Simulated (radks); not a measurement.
Values are calculated unless marked as measured or tabulated.
Valence configurations of Cl+ (all share [Ne]). Level of theory: scalar-relativistic Kohn-Sham, r2SCAN, spin-unpolarised, spherical densities, finite nucleus; meta-GGA in the generalised Kohn-Sham scheme; Fermi nuclear charge, rms radius 3.3654 fm (a radial shooting solver on a logarithmic mesh with Libxc functionals). Energies are relative to 3s2 3p4; eigenvalues in eV.

| valence | E (eV) | e(3p) | e(3s) |
|---|---|---|---|
| 3s2 3p4 | 0.000 | -19.719 | -33.010 |
| 3s1.5 3p4.5 | 6.653 | -20.019 | -33.341 |
| 3s1 3p5 | 13.320 | -20.311 | -33.659 |
| 3s0.5 3p5.5 | 19.999 | -20.595 | -33.965 |
| 3p6 | 26.688 | -20.870 | - |

NIST lists [Ne] 3s2 3p4 as the ground configuration; this level of theory agrees among the configurations tried. The energies are those of spherical spin-averaged densities, not of single terms.
